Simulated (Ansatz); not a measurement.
Born–Oppenheimer molecular dynamics of H$_{12}$OSi$_{5}$ (18 atoms, charge 0, multiplicity 1). It starts from a relaxed structure.

All numbers below come from Ansatz 0.2.0, RKS PBE0/STO-3G.

- ensemble: NVT, Nosé–Hoover chain
- time step: 0.25 fs
- steps asked: 100
- set temperature: 500 K
- thermostat: time constant 20 fs, chain length 5
- seed: 822483

First frame:

```xyz
18
Properties=species:S:1:pos:R:3
Si -0.003 -0.113 0.053
O 0.059 -0.308 1.763
Si -1.430 -0.328 2.585
H -2.322 -1.353 2.077
H -1.134 -0.597 3.972
H -2.120 0.942 2.481
Si 2.164 -0.072 -0.584
H 2.846 -1.298 -0.246
H 2.258 0.098 -2.015
H 2.882 1.020 0.031
Si -1.001 1.825 -0.573
H -2.435 1.782 -0.407
H -0.506 2.955 0.178
H -0.737 2.079 -1.969
Si -1.052 -1.851 -0.962
H -0.870 -3.085 -0.234
H -2.473 -1.629 -1.099
H -0.518 -2.046 -2.289
```

Q: What does the run give?

A: All steps were run.

| Property | Result |
| --- | --- |
| steps done | 100 |
| time covered | 25 fs |
| mean temperature over the second half | 338 K |
| spread of the potential energy over the second half | 8.7 meV per atom |
| mean potential energy of the second half above the start | 30.4 meV per atom |

The conserved energy stayed within 0.097 meV per atom of its start (net change 0.015 meV per atom), so the integration is sound. The mean temperature of the second half is 32 % below the set value. A run of 0.025 ps of so small a system gives no equilibrium averages. Limits of this set-up: minimal basis.

Q: What happens to the structure?

A: The same pairs are bonded in the first frame and the last. Pairs count as bonded within 1.25 times the sum of covalent radii (0.12 Å more for H–H). The details hang on the random start.

Q: How do temperature and energy run in time?

A: 
```tsv
time (fs)	T (K)	potential energy less start (eV)	conserved less start (meV/atom)
0	500	0.000	0.00
0.75	477	0.047	0.01
1.5	420	0.166	0.03
2.25	352	0.307	0.05
3	297	0.423	0.06
3.75	267	0.486	0.06
4.5	265	0.492	0.05
5.25	281	0.462	0.04
6	297	0.433	0.02
6.75	295	0.442	0.02
7.5	265	0.509	0.02
8.25	214	0.619	0.04
9	170	0.715	0.07
9.75	166	0.729	0.08
10.5	215	0.634	0.06
11.25	294	0.480	0.03
12	364	0.347	0.01
12.75	396	0.296	0.01
13.5	387	0.333	0.02
14.25	352	0.422	0.05
15	316	0.511	0.06
15.75	299	0.562	0.07
16.5	308	0.558	0.06
17.25	339	0.509	0.05
18	377	0.448	0.03
18.75	402	0.416	0.02
19.5	395	0.450	0.01
20.25	349	0.564	0.03
21	280	0.720	0.06
21.75	228	0.841	0.09
22.5	228	0.850	0.09
23.25	286	0.741	0.06
24	367	0.587	0.03
24.75	428	0.478	0.01
```

The run took 21 min on 1 thread of Intel(R) Xeon(R) Processor @ 2.50GHz (Skylake/Cascade Lake), on a shared host, peak memory 0.19 GiB.
